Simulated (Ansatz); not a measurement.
The cluster P₇S₂⁺ (the lowest singlet isomer of a short search). Total charge 1; singlet. Geometry PBE-D4/def2-SVP, basis def2-TZVP, Ansatz.

```xyz
9

P     1.477    1.140    1.847
P    -0.084    1.765    0.120
P     0.389   -0.812    2.173
P     1.254    0.461   -1.123
P    -0.124   -1.067   -2.051
P    -1.845   -1.245   -0.604
P    -1.316    0.148    1.088
S    -1.817    0.279   -2.133
S     2.067   -0.669    0.681
```

```json
{"run": "A", "HOMO (eV)": "-10.42", "LUMO (eV)": "-7.86"}
{"run": "B", "HOMO (eV)": "-11.16", "LUMO (eV)": "-7.19"}
{"run": "C", "HOMO (eV)": "-10.78", "LUMO (eV)": "-7.55"}
{"run": "D", "HOMO (eV)": "-11.92", "LUMO (eV)": "-6.23"}
{"run": "E", "HOMO (eV)": "-10.90", "LUMO (eV)": "-7.27"}
{"run": "F", "HOMO (eV)": "-10.22", "LUMO (eV)": "-7.88"}
```

B3LYP takes the VWN-RPA correlation. HSE06 is defined as in plane-wave codes, on full-range PBE exchange. The structure comes from a short search, and lower isomers may exist.

**Question.** The runs used B3LYP, BHLYP, HSE06, PBE, PBE0, r2SCAN. Estimate which is which.

**Answer.** A r2SCAN (0 % exact exchange); B PBE0 (25 % exact exchange); C HSE06 (range-separated); D BHLYP (50 % exact exchange); E B3LYP (20 % exact exchange); F PBE (0 % exact exchange). Exact exchange lowers occupied and raises empty levels; among semilocal functionals meta-GGAs tend to open the gap a little, and such runs are hard to tell apart. The gap grows from 2.34 eV (PBE) to 5.70 eV (BHLYP).
